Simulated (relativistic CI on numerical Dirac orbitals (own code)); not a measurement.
Energy levels of La17+

Computed by Dirac-Coulomb-Breit CI, separate exchange-only KLI orbitals for each configuration, a model potential for QED, unscaled Slater integrals (own radial code, finite nucleus).

CI space (outside the closed core [Ar] 3d10): 4s2.4p6.4d4, 4s2.4p5.4d5, 4s2.4p6.4d3.4f, 4s.4p6.4d5, 4s2.4p6.4d3.5s, 4s2.4p6.4d3.5p, 4s.4p6.4d4.4f, 4s2.4p6.4d2.4f.5s, 4s2.4p6.4d3.5d, 4s2.4p6.4d2.5s.5p, 4s2.4p6.4d3.6s, 4p6.4d6, 4p5.4d7, 4s2.4p6.4d2.5s2, 4s2.4p6.4d.4f.5s2, 4s2.4p6.4d.5s2.5p, 4s.4p6.4d2.4f.5s2. Double excitations out of closed p, d and f shells are left out; levels of such configurations are missing from the list, as are those of other unlisted configurations, and high levels can miss mixing partners.

The lowest level is 4s2.4p6.4d4 5D_0, with 61 % of that term; Hund's rules for 4s2.4p6.4d4 give 5D with J = 0, in agreement.

```csv
No.,Configuration,Term,J,E (cm⁻¹),%,Next component (%),Landé g
1,4s2.4p6.4d4,5D,0,0,61,35 3P,
2,4s2.4p6.4d4,5D,1,13098,83,16 3P,1.498
3,4s2.4p6.4d4,5D,2,23816,90,4 3P,1.468
4,4s2.4p6.4d4,5D,3,31809,84,9 3F,1.442
5,4s2.4p6.4d4,5D,4,36483,61,25 3F,1.361
6,4s2.4p6.4d4,3P,0,52040,46,37 5D,
7,4s2.4p6.4d4,3H,4,56118,54,20 5D,1.002
8,4s2.4p6.4d4,3G,3,65961,63,22 3F,0.904
9,4s2.4p6.4d4,3F,2,68624,65,17 1D,0.836
10,4s2.4p6.4d4,3H,5,70096,75,25 3G,1.074
11,4s2.4p6.4d4,3P,1,71226,73,15 3D,1.353
12,4s2.4p6.4d4,3H,6,76160,71,29 1I,1.118
13,4s2.4p6.4d4,3G,4,82371,64,17 1G,1.029
14,4s2.4p6.4d4,3D,2,84965,46,39 3P,1.227
15,4s2.4p6.4d4,3F,4,88164,45,20 1G,1.144
16,4s2.4p6.4d4,3D,3,88452,45,41 3F,1.183
17,4s2.4p6.4d4,3F,3,96389,39,28 3G,1.085
18,4s2.4p6.4d4,3G,5,102884,75,25 3H,1.157
19,4s2.4p6.4d4,3P,2,102957,39,31 1D,1.164
20,4s2.4p6.4d4,3D,1,106267,83,13 3P,0.664
21,4s2.4p6.4d4,1I,6,108395,71,29 3H,1.046
22,4s2.4p6.4d4,1G,4,120061,43,42 3F,1.092
23,4s2.4p6.4d4,1S,0,120095,72,27 3P,
24,4s2.4p6.4d4,3P,2,123447,43,20 3D,1.187
25,4s2.4p6.4d4,1F,3,128858,60,21 3D,1.060
26,4s2.4p6.4d4,3P,2,137023,58,28 3F,1.205
27,4s2.4p6.4d4,3F,4,147106,63,27 1G,1.163
28,4s2.4p6.4d4,3F,2,152949,50,31 1D,0.903
29,4s2.4p6.4d4,3F,3,153324,77,21 1F,1.068
30,4s2.4p6.4d4,3P,1,155001,97,2 3D,1.481
31,4s2.4p6.4d4,3P,0,162246,84,15 1S,
32,4s2.4p6.4d4,1G,4,163997,76,20 3F,1.051
33,4s2.4p6.4d4,1D,2,197920,91,4 3D,0.999
34,4s2.4p6.4d4,1S,0,248214,92,8 3P,
35,4s2.4p5.4d5,7P°,4,715771,87,11 5D°,1.716
36,4s2.4p5.4d5,7P°,3,747144,65,30 5P°,1.815
37,4s2.4p5.4d5,5P°,2,760377,46,18 7P°,1.783
38,4s2.4p5.4d5,5D°,4,769773,36,25 5F°,1.381
39,4s2.4p5.4d5,5P°,1,777052,83,9 3P°,2.319
40,4s2.4p5.4d5,5G°,6,778008,68,21 5H°,1.286
41,4s2.4p5.4d5,5G°,5,779131,46,33 5F°,1.281
42,4s2.4p5.4d5,5D°,3,783284,35,26 5F°,1.308
43,4s2.4p5.4d5,5G°,2,784957,33,24 3F°,0.815
44,4s2.4p5.4d5,5G°,4,785185,52,17 3F°,1.167
45,4s2.4p5.4d5,5G°,3,786465,39,21 3F°,1.090
```

Energies count from the lowest computed level; ° marks odd parity.

The mean weight of the leading LS term, summed over parents, in these 45 levels is 63 %, and that of the leading jj configuration (from the same eigenvectors) 65 %.

At this charge energies of transitions that change n are usually good to better than 1 %, and those within a shell (Δn = 0) to a few per cent. Terms inside the open d or f shell come out 10 to 20 % too wide with unscaled integrals.

LS names give the leading component of a level, which can be under half, so a name can repeat, a term be missing and a line seem to break the LS rules.
